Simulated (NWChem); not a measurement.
System: C₃H₆OSi; SMILES [SiH3][C@@H]1C=CO1

NWChem printed, in part:

```
             Northwest Computational Chemistry Package (NWChem) 7.3.0
             --------------------------------------------------------

 C1  symmetry detected

                             Geometry "geometry" -> ""
                             -------------------------

 Output coordinates in angstroms (scale by  1.889725989 to convert to a.u.)

  No.       Tag          Charge          X              Y              Z
 ---- ---------------- ---------- -------------- -------------- --------------
    1 Si                  14.0000    -0.00710232    -1.61811760     0.15600172
    2 C                    6.0000     0.07312207     0.10294082    -0.64468440
    3 C                    6.0000     1.04107613     1.08841632    -0.04827279
    4 C                    6.0000    -0.04174177     1.73832729     0.41134095
    5 O                    8.0000    -1.01383707     0.92433844    -0.10636251
    6 H                    1.0000     1.20232490    -2.40041417    -0.24552606
    7 H                    1.0000    -0.03500855    -1.44928743     1.63670443
    8 H                    1.0000    -1.22639876    -2.34633324    -0.30564526
    9 H                    1.0000     0.01452761     0.07404890    -1.74634298
   10 H                    1.0000     2.12092100     1.19340946    -0.00002621
   11 H                    1.0000    -0.30097570     2.60940878     1.01740959

 Effective nuclear repulsion energy (a.u.)     216.1828023678

                                 NWChem DFT Module
                                 -----------------

 Summary of "ao basis" -> "ao basis" (spherical)
 ------------------------------------------------------------------------------
       Tag                 Description            Shells   Functions and Types
 ---------------- ------------------------------  ------  ---------------------
 Si                          6-31g*                  8       18   4s3p1d
 C                           6-31g*                  6       14   3s2p1d
 O                           6-31g*                  6       14   3s2p1d
 H                           6-31g*                  2        2   2s

            General Information
            -------------------
          SCF calculation type: DFT
          Wavefunction type:  closed shell.
          No. of atoms     :    11
          No. of electrons :    46
           Alpha electrons :    23
            Beta electrons :    23
          Charge           :     0
          Spin multiplicity:     1
          Use of symmetry is: off; symmetry adaption is: off
          Maximum number of iterations: 150
          AO basis - number of functions:    86
                     number of shells:    44
          Convergence on energy requested:  1.00D-06
          Convergence on density requested:  1.00D-05
          Convergence on gradient requested:  5.00D-04

              XC Information
              --------------
                         MN15 Method XC Functional
                     Hartree-Fock (Exact) Exchange  0.440
                          MN15 Exchange Functional  1.000
                        MN15 Correlation Potential  1.000

             Grid Information
             ----------------
          Grid used for XC integration:  xcoarse
          Radial quadrature: Mura-Knowles
          Angular quadrature: Lebedev.
          Tag              B.-S. Rad. Rad. Pts. Rad. Cut. Ang. Pts.
          ---              ---------- --------- --------- ---------
          Si                  1.10       42          10.0       194
          C                   0.70       21          10.0       194
          O                   0.60       21          10.0       194
          H                   0.35       21          12.0       194
          Grid pruning is: on
          Number of quadrature shells:   252
          Spatial weights used:  Erf1

      Superposition of Atomic Density Guess
      -------------------------------------

 Sum of atomic energies:        -479.54181743

      Non-variational initial energy
      ------------------------------

 Total energy =    -482.273105
 1-e energy   =   -1088.015859
 2-e energy   =     389.559952
 HOMO         =      -0.241349
 LUMO         =       0.058076

     ---------------------------------------------
      Total Density - Mulliken Population Analysis
     ---------------------------------------------

    Atom       Charge   Shell Charges
 -----------   ------   -------------------------------------------------------
    1 Si  14    13.62   2.00  2.00  5.97  0.99  1.71  0.31  0.52  0.12
    2 C    6     6.00   2.00  0.71  1.73  0.58  0.92  0.06
    3 C    6     6.45   2.00  0.74  2.00  0.62  1.05  0.03
    4 C    6     5.72   2.00  0.72  1.72  0.50  0.72  0.07
    5 O    8     8.69   2.00  0.93  2.97  0.96  1.80  0.03
    6 H    1     1.06   0.47  0.59
    7 H    1     1.06   0.47  0.59
    8 H    1     1.06   0.47  0.59
    9 H    1     0.78   0.47  0.31
   10 H    1     0.77   0.45  0.32
   11 H    1     0.80   0.46  0.33

   convergence    iter        energy       DeltaE   RMS-Dens  Diis-err
 ---------------- ----- ----------------- --------- --------- ---------
 d= 0,ls=0.0,diis     1   -482.1310097552 -6.98D+02  9.81D-03  8.38D-01
 d= 0,ls=0.0,diis     2   -482.1728406236 -4.18D-02  4.87D-03  3.81D-01
 d= 0,ls=0.0,diis     3   -482.1992886810 -2.64D-02  1.96D-03  1.26D-01
 d= 0,ls=0.0,diis     4   -482.2104031351 -1.11D-02  6.27D-04  5.53D-03
 d= 0,ls=0.0,diis     5   -482.2109653021 -5.62D-04  1.95D-04  5.20D-04
  Resetting Diis
 d= 0,ls=0.0,diis     6   -482.2110279545 -6.27D-05  5.19D-05  3.37D-05
 d= 0,ls=0.0,diis     7   -482.2110320693 -4.11D-06  2.45D-05  2.67D-06
 d= 0,ls=0.0,diis     8   -482.2110319455  1.24D-07  1.33D-05  3.93D-06
 d= 0,ls=0.0,diis     9   -482.2110324161 -4.71D-07  1.99D-06  2.64D-08

         Total DFT energy =     -482.211032416106
      One electron energy =    -1091.383013562069
           Coulomb energy =      440.671212055979
    Exchange-Corr. energy =      -47.682033277813
 Nuclear repulsion energy =      216.182802367797

 Numeric. integr. density =       46.001770653523

                       DFT Final Molecular Orbital Analysis
                       ------------------------------------

 Vector   21  Occ=2.000000D+00  E=-3.685922D-01
              MO Center= -2.2D-01, -7.2D-01,  1.2D-05, r^2= 4.2D+00
   Bfn.  Coefficient  Atom+Function         Bfn.  Coefficient  Atom+Function
  ----- ------------  ---------------      ----- ------------  ---------------
    80      0.226115   8 H  s                79      0.216356   8 H  s
     7     -0.197130   1 Si px                9     -0.185840   1 Si pz
    78     -0.174486   7 H  s                23      0.173400   2 C  pz
    21      0.166533   2 C  px               63     -0.166881   5 O  px
    36     -0.162378   3 C  py               77     -0.157827   7 H  s

 Vector   22  Occ=2.000000D+00  E=-3.347553D-01
              MO Center= -1.5D-01, -9.7D-03, -2.3D-01, r^2= 2.9D+00
   Bfn.  Coefficient  Atom+Function         Bfn.  Coefficient  Atom+Function
  ----- ------------  ---------------      ----- ------------  ---------------
    22     -0.324108   2 C  py                8      0.319243   1 Si py
    64      0.254959   5 O  py               65     -0.221722   5 O  pz
    51     -0.192531   4 C  pz               26     -0.181086   2 C  py
    23      0.175067   2 C  pz               68      0.171334   5 O  py
    69     -0.160312   5 O  pz                4     -0.126648   1 Si py

 Vector   23  Occ=2.000000D+00  E=-2.635363D-01
              MO Center=  2.5D-01,  1.1D+00,  3.9D-02, r^2= 2.0D+00
   Bfn.  Coefficient  Atom+Function         Bfn.  Coefficient  Atom+Function
  ----- ------------  ---------------      ----- ------------  ---------------
    37      0.343507   3 C  pz               65     -0.299660   5 O  pz
    41      0.270494   3 C  pz               51      0.257165   4 C  pz
    69     -0.235194   5 O  pz               36     -0.226707   3 C  py
    40     -0.187971   3 C  py               64      0.183394   5 O  py
    55      0.170855   4 C  pz               50     -0.169290   4 C  py

 Vector   24  Occ=0.000000D+00  E= 4.978671D-02
              MO Center=  1.6D-01,  3.8D-01,  1.7D-01, r^2= 4.8D+00
   Bfn.  Coefficient  Atom+Function         Bfn.  Coefficient  Atom+Function
  ----- ------------  ---------------      ----- ------------  ---------------
    12      0.399306   1 Si py               55      0.400951   4 C  pz
    13     -0.396743   1 Si pz               41     -0.382870   3 C  pz
    54     -0.345891   4 C  py               51      0.314434   4 C  pz
    37     -0.279116   3 C  pz               78      0.269585   7 H  s
    11     -0.250906   1 Si px               24     -0.246976   2 C  s

[...]

                         DFT ENERGY GRADIENTS

    atom               coordinates                        gradient
                 x          y          z           x          y          z
   1 Si     -0.013421  -3.057799   0.294800    0.000369   0.001171  -0.001790
   2 C       0.138181   0.194530  -1.218277   -0.000011   0.004717   0.005100
   3 C       1.967349   2.056809  -0.091222   -0.000486  -0.002511  -0.002222
   4 C      -0.078881   3.284962   0.777322   -0.005783  -0.004805  -0.003842
   5 O      -1.915874   1.746746  -0.200996    0.001852   0.003135   0.001344
   6 H       2.272065  -4.536125  -0.463977    0.006843  -0.004228  -0.002214
   7 H      -0.066157  -2.738756   3.092923   -0.000148   0.001107   0.008068
   8 H      -2.317558  -4.433927  -0.577586   -0.006975  -0.003663  -0.002910
   9 H       0.027453   0.139932  -3.300110   -0.000191  -0.000683  -0.005391
  10 H       4.007960   2.255217  -0.000050    0.005799   0.000712   0.000375
  11 H      -0.568762   4.931068   1.922625   -0.001269   0.005046   0.003482
```

Level: MN15/6-31G* (spherical d). Structure relaxed at the PBE0/def2-SVP level.

**Question.** Write an input that gives this output.

**Answer.** Several could match; the one computed here: the input that was run:
```
start job
memory heap 200 mb stack 900 mb global 1100 mb
geometry units angstroms noautoz
  Si    -0.008272    -1.607181     0.150879
  C      0.071166     0.116408    -0.644424
  C      1.038607     1.100485    -0.044879
  C     -0.044553     1.748433     0.416696
  O     -1.016223     0.935594    -0.103606
  H      1.201558    -2.387634    -0.253016
  H     -0.036348    -1.442989     1.632100
  H     -1.227188    -2.334542    -0.313114
  H      0.012651     0.090928    -1.746171
  H      2.118398     1.205850     0.003761
  H     -0.304245     2.617492     1.025466
end
basis spherical
  * library 6-31g*
end
dft
  xc mn15
  grid xcoarse
  iterations 150
  mulliken
end
task dft gradient
```
